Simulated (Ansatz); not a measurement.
The cluster Rb2H3⁻. Total charge -1; triplet. Geometry r2SCAN-D4/def2-TZVP, that of the neutral doublet; atoms count from 1.

Cartesian coordinates in Å:
```
Rb -0.924 1.223 1.341
Rb -0.560 1.711 -2.888
H 0.778 -1.695 1.551
H 0.020 0.143 -0.875
H 0.685 -1.383 0.871
```

In the def2 sets Rb takes a core potential; there is no spin–orbit coupling. The highest occupied level of the charge -1 triplet lies above zero (up to 0.25 eV). By energy differences its removal costs 0.67 eV (vertical, to the charge 0 doublet, at PBE0-D4/def2-TZVPD); a positive level beside a positive removal energy at the same level points to self-interaction error. The structure comes from a short search, and lower isomers may exist.

(1) Estimate the Mulliken populations from the PBE0/def2-TZVPD orbitals of Ansatz.

(2) Where does the spin sit?

## Answers

(1) 
```
atom  charge (e)  spin (α − β)
 Rb1       -0.12          0.97
 Rb2       -0.23          0.96
  H3        0.07          0.01
  H4       -0.58          0.06
  H5       -0.15         -0.01
```
Mulliken values and Mayer orders depend strongly on the basis. With diffuse functions, as here, like atoms can get unlike values, and bond orders can come out too low or too high.

(2) Summed by element: Rb 1.94, H 0.06, of 2 unpaired in all. Largest on single atoms: Rb1 0.97, Rb2 0.96, H4 0.06.
